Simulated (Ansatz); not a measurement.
ClGeH₇Si₂ (`Cl[SiH2][SiH2][GeH3]`). Charge 0, multiplicity 1. The geometry is a stationary point of PBE0-D4/def2-TZVP. It is one conformer, not always the lowest.

```xyz
11

Cl   -2.708   -0.889   -0.036
Si   -0.960   -1.340   -1.040
Si    0.502    0.463   -0.788
Ge    0.733    0.973    1.526
H    -0.400   -2.575   -0.433
H    -1.312   -1.616   -2.456
H     1.825    0.102   -1.372
H    -0.038    1.638   -1.524
H    -0.613    1.433    2.103
H     1.200   -0.277    2.290
H     1.771    2.089    1.730
```

Q: What is the dipole moment at r2SCAN/def2-TZVPP? (Best estimate.)

A: The calculation gave: 1.27 D, with components (1.16, 0.01, -0.50) D in this frame, pointing from negative to positive charge.

Q: And with PBE, B3LYP, ωB97M-V? (An estimate is asked.)

A: Ansatz gave: PBE 1.20 D, B3LYP 1.31 D, ωB97M-V 1.31 D.

Q: Give the Mulliken charges with r2SCAN, PBE, ωB97M-V in def2-TZVPP. (Best estimate.)

A: The calculation gave: 
```
atom  r2SCAN    PBE  ωB97M-V
 Cl1   -0.26  -0.22    -0.22
 Si2    0.38   0.30     0.24
 Si3    0.09   0.04     0.03
 Ge4    0.04   0.04    -0.08
  H5   -0.06  -0.04    -0.01
  H6   -0.07  -0.04    -0.01
  H7   -0.06  -0.04    -0.01
  H8   -0.05  -0.03     0.00
  H9    0.00   0.01     0.03
 H10    0.00   0.00     0.02
 H11   -0.01   0.00     0.02
```

B3LYP here is the variant with VWN-RPA as its local correlation; programs differ in this.
